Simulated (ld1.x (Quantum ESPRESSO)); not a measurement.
**Pseudopotential generation for Ca (Z = 20): TM, PBE, scalar-relativistic.**

ld1.x (Quantum ESPRESSO) 7.5 input, shortened:

```
&input
   title='Ca', zed=20., rel=1, dft='PBE', iswitch=3,
   config='[Ar] 3d0 4s1.75 4p0.25'
 /
 &inputp
   pseudotype=2, tm=.true., lloc=0,
   nlcc=.true., rcore=2.85
 /
3
4P  2  1   0.25   0.00  2.80  2.80  0.0
3D  3  2   0.00   0.00  2.85  2.85  0.0
4S  1  0   1.75   0.00  2.95  2.95  0.0
 &test
   configts(1)='3d0 4s1.75 4p0.25'
 /
```

- Cutoffs needed: 8 Ry and 12 Ry (the cutoffs (Ry, on a coarse ladder) from which the occupation-weighted sum of valence levels, in a spherical-Bessel basis at the reference potential, stays within 10 and 1 mRy of its value at 400 Ry) The cutoffs count occupied waves only; the empty 3d level needs 25 Ry at the loose tolerance.
- Ghost test: ghost state, extra bound levels that the all-electron valence spectrum of the same l lacks: p at -169.9 eV; a true bound ghost makes a file unfit for plane-wave use (spherical-Bessel basis up to 400 Ry, 20 bohr box)
- Largest excitation error: +195 meV (all-electron minus pseudo) for 3d1 4s1 4p0, out of 7 test configurations
